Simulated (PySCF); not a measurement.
Simulation results for BH6N3

Calculation on a computer-drawn molecule: optimised geometry and harmonic frequencies of an isolated molecule of the commonest isotopes, restricted reference for singlets and unrestricted otherwise, frozen core in MP2. Program: PySCF 2.14.0.

Entry: BH6N3

Start structure:
```xyz
10
BH6N3
N      0.0302    -1.7687    -0.8324
B     -0.3648    -0.4384    -0.6597
N     -0.7001     0.0291     0.6140
N     -0.3148     0.4842    -1.8061
H      0.1110    -2.4190    -0.1382
H      0.3896    -2.1380    -1.7260
H     -0.8019    -0.6293     1.4173
H     -1.0459     0.9464     0.7705
H     -0.5386     1.4703    -1.6325
H     -0.0220     0.1795    -2.7029
```

It was run with charge 0, multiplicity 1, method HF and basis cc-pVDZ.

It finds rotational constants 8.91, 8.882, 4.467 GHz; total energy -191.6650 hartree; convergence status largest gradient component 3.51e-05 hartree/bohr.

Drawn bonds:
```
atom  other atom  order
   1           2      1
   2           3      1
   2           4      1
   1           5      1
   1           6      1
   3           7      1
   3           8      1
   4           9      1
   4          10      1
```

Optimised structure:
```xyz
10
BH6N3
N     -0.0291    -1.8127    -0.8753
B     -0.3442    -0.4324    -0.6719
N     -0.6191     0.0510     0.6506
N     -0.4076     0.4625    -1.7859
H      0.1929    -2.4088    -0.1064
H      0.3706    -2.1342    -1.7313
H     -0.8497    -0.5959     1.3763
H     -1.1007     0.9181     0.7708
H     -0.4509     1.4504    -1.6508
H     -0.0195     0.2181    -2.6721
```

Modes:
```
frequency (cm⁻¹)  reduced mass (dalton)
           206.3                  1.215
           245.1                  1.047
           334.3                  1.172
           396.8                  1.246
           405.9                  2.291
           409.1                  1.958
           473.6                  1.067
           500.5                  1.102
           669.2                  10.81
           869.7                  4.699
           923.5                  1.158
            1003                   1.54
            1010                  1.525
            1453                  3.422
            1458                   3.28
            1746                  1.252
            1751                  1.234
            1760                  1.121
            3809                  1.051
            3822                  1.051
            3824                  1.051
            3902                  1.096
            3919                  1.097
            3920                  1.097
```
